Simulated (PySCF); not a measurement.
## HgH₂: core potential against all electrons

Base calculation in PySCF with density fitting and no spin–orbit coupling, PBE0/def2-TZVP (scalar-relativistic core potentials): singlet, D∞h, Hg–H 1.649 Å (×2); wavenumbers 808 (×2), 1951, 2073 cm⁻¹; gap between the highest occupied and lowest empty levels 7.31 eV, polar-tensor charge of Hg 0.50 e.

Q: What changes on going to PBE0/x2c-TZVP (spin-free X2C)?

A: The point group stays the same. Changes: mean bond to Hg -0.007 Å, highest wavenumber +9 cm⁻¹, lowest wavenumber +35 cm⁻¹, gap between the highest occupied and lowest empty levels +0.08 eV, polar-tensor charge of Hg -0.04 e. The new structure has Hg–H 1.642 Å (×2), with wavenumbers 843 (×2), 1968, 2082 cm⁻¹. The core potential reproduces the all-electron structure closely.

Spin–orbit coupling can matter for HgH₂ and is left out. Each species is the lowest minimum found with this bonding; other isomers or fragments can lie lower.
